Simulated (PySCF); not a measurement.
Compound: C6H11F2NSi.
Z-matrix (Å and degrees, GFN2-xTB geometry), rows numbered from 1:
```
C 
C   1  1.3230
Si  2  1.8812  1  123.91
N   3  1.7172  2  114.59  1  -123.57
C   4  1.4473  3  116.24  2  -116.70
C   5  1.5259  4  106.73  3   -21.28
C   6  1.5264  5  107.59  4    39.71
C   7  1.5054  3  114.68  2   -97.83
F   8  1.3595  7  111.68  3   -52.14
F   8  1.3600  7  110.94  3    65.37
H   1  1.0771  2  121.40  3    -1.51
H   1  1.0793  2  122.82  3   178.96
H   2  1.0847  1  118.11  3  -178.59
H   3  1.4641  2  112.51  1     6.25
H   4  1.0044  3  126.94  2    49.15
H   5  1.0947  4  110.44  3  -141.73
H   5  1.0994  4  110.94  3    98.66
H   6  1.0918  5  110.98  4   163.23
H   6  1.0912  5  108.76  4   -77.50
H   7  1.0924  3  111.01  2    23.15
H   8  1.1038  7  114.23  3  -173.41
```

NICS is the negative of the GIAO shielding at a point without a nucleus: at the ring centre (0) and 1 Å above and below it (1); zz is the component along the ring normal. Level: GIAO PBE0/pcSseg-1 (PySCF, non-relativistic, gas phase) on the GFN2-xTB geometry, one conformer.

Ring bond lengths (Å), with Mayer bond orders in brackets: Si3–N4 1.717 (1.02), N4–C5 1.447 (0.97), C5–C6 1.526 (1.05), C6–C7 1.526 (0.99), C7–Si3 1.917 (0.78).

What do the NICS probes read (ppm)?

| ring | type | NICS(0) | NICS(1), two faces | NICS(1)zz, two faces | rms pucker (Å) | centre to ring atoms, mean (Å) |
| --- | --- | --- | --- | --- | --- | --- |
| Si3–N4–C5–C6–C7 | 5-membered ring with N and Si; formal bonds all single | -6.4 | -3.6 / -2.9 | -2.2 / -2.4 | 0.18 | 1.36 |

What can be read from them?

- Si3–N4–C5–C6–C7: mean NICS(1)zz -2.3 ppm, near zero. Si3, C5, C6, C7 have four or more neighbours, and the NICS criterion for π rings isn't applied.

What is the mean of the two in-plane components of NICS at the second NICS(1) probe listed for ring Si3–N4–C5–C6–C7, 1 Å off the ring?

The isotropic value is a third of the trace: (3 × -2.9 − (-2.4))/2 = -3.1 ppm.

What are the shieldings of the ring atoms and their hydrogens in the same run (means over atoms taken as equivalent)?

```json
{"atoms": "Si3", "environment": "SiH silicon", "σ isotropic (ppm)": "363.9"}
{"atoms": "N4", "environment": "silicon-bound nitrogen", "σ isotropic (ppm)": "233.7"}
{"atoms": "C5", "environment": "sp3 carbon bound to nitrogen", "σ isotropic (ppm)": "137.3"}
{"atoms": "C6", "environment": "ring CH2 carbon", "σ isotropic (ppm)": "156.8"}
{"atoms": "C7", "environment": "sp3 carbon bound to silicon", "σ isotropic (ppm)": "148.5"}
{"atoms": "H14", "environment": "Si–H hydrogen", "σ isotropic (ppm)": "26.39"}
{"atoms": "H15", "environment": "N–H hydrogen", "σ isotropic (ppm)": "31.42"}
{"atoms": "H16", "environment": "methylene hydrogen", "σ isotropic (ppm)": "28.19"}
{"atoms": "H17", "environment": "methylene hydrogen", "σ isotropic (ppm)": "28.29"}
{"atoms": "H18", "environment": "methylene hydrogen", "σ isotropic (ppm)": "29.80"}
{"atoms": "H19", "environment": "methylene hydrogen", "σ isotropic (ppm)": "29.82"}
{"atoms": "H20", "environment": "methine hydrogen", "σ isotropic (ppm)": "30.16"}
```
